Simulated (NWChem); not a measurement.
# AlGeH₃ClF; SMILES [Cl][Al]([F])[GeH3]

```xyz
7

Al     0.4382     0.7362    -0.0061
Cl    -0.9981     2.2847     0.0011
F      2.0233     1.2204     0.0029
Ge    -0.1862    -1.6512    -0.0001
H     -0.2647    -2.1818     1.4524
H     -1.5696    -1.8646    -0.6563
H      0.8541    -2.5084    -0.7587
```
Atoms are numbered in this order, from 1.

Results from NWChem. The geometry was optimised at B3LYP/6-31G* (spherical d). Ions are spin-unrestricted doublets at the neutral geometry; other ion states weren't tried.

```tsv
level	vertical ionisation energy, ΔSCF (eV)	−ε(HOMO) (eV)	ΔSCF minus −ε(HOMO) (eV)
PBE/def2-SVPD	10.28	7.44	2.84
BHandHLYP/def2-SVPD	10.72	9.57	1.15
LDA (Slater exchange, VWN5)/def2-SVPD	10.43	7.55	2.88
```
